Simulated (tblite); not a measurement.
Computed with GFN2-xTB (tblite): harmonic, unscaled wavenumbers at the GFN2-xTB geometry, gas phase. Against measured fundamentals such values can be off by several per cent, at times by over 20. Modes of hydrogen on silicon can be 10 to 20 % off. One conformer each. Open shells enter through the occupations alone, without spin polarisation, and single modes of such species can be off by tens of per cent. Thermal functions are those of the rigid rotor and harmonic oscillator, without mixing of conformers.

Task: Order these by their ideal-gas entropy at 298.15 K and 1 bar, highest first (J/(mol K)).
A. `O=C1[SiH2]O[SiH2][C@H]1S(=O)(=O)O`
B. `FC(CC1=C(F)OC=C[C@H]1F)(F)F`
C. `C=PCC#N`
D. `Cc1c[c]sn1` [radical]
E. `O[SiH]1OCCCO1`

Result: B (460.5), A (435.9), E (358.0), C (330.1), D (325.8).

```csv
SMILES,atoms,mass (u),symmetry number,modes under 300 cm⁻¹,ZPE (kJ/mol),S translation (J/(mol K)),S rotation,S vibration,S spin,S,Cp
FC1=C(CC(F)(F)F)[C@H](F)C=CO1,18,200.03,1,8,292.0,174.9,130.7,154.9,0.0,460.5,187.1
O=C1[SiH2]O[SiH2][C@H]1S(=O)(=O)O,16,197.95,1,7,227.7,174.8,126.6,134.5,0.0,435.9,194.8
O[SiH]1OCCCO1,15,120.02,1,5,300.7,168.6,115.9,73.6,0.0,358.0,128.8
C=PCC#N,9,85.01,1,3,158.8,164.3,109.6,56.2,0.0,330.1,91.0
Cc1c[c]sn1,10,98.01,1,2,180.0,166.0,110.7,43.3,5.8,325.8,91.9
```

Entropies and Cp are for 298.15 K and 1 bar.
